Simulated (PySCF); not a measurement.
Computed shifts of a molecule C2H7BOS, B3LYP/pcSseg-1 (PySCF), GIAO, gas phase, atoms alike by connectivity averaged where their shifts nearly agree, in ppm (number of nuclei): ¹H: 5.53 (1), 4.35 (3), 2.26 (3). ¹³C: 65.6 (1), 16.7 (1). References: ¹¹B against BF3 (σ = 86.3 ppm); ¹H against TMS (σ = 31.68 ppm); ¹⁷O against H2O (σ = 333.8 ppm); ¹³C against TMS (σ = 181.3 ppm); ³³S against H2S (σ = 695.8 ppm), references at their B3LYP-D3(BJ)/def2-TZVP geometries, non-relativistic. Geometry: B3LYP-D3(BJ)/def2-SVP. The values are those of a single conformer.

Question: Pick the molecule that these values belong to.
(A) CSB(C)O
(B) COB(C)S
(C) COBSC

Answer: C, COBSC
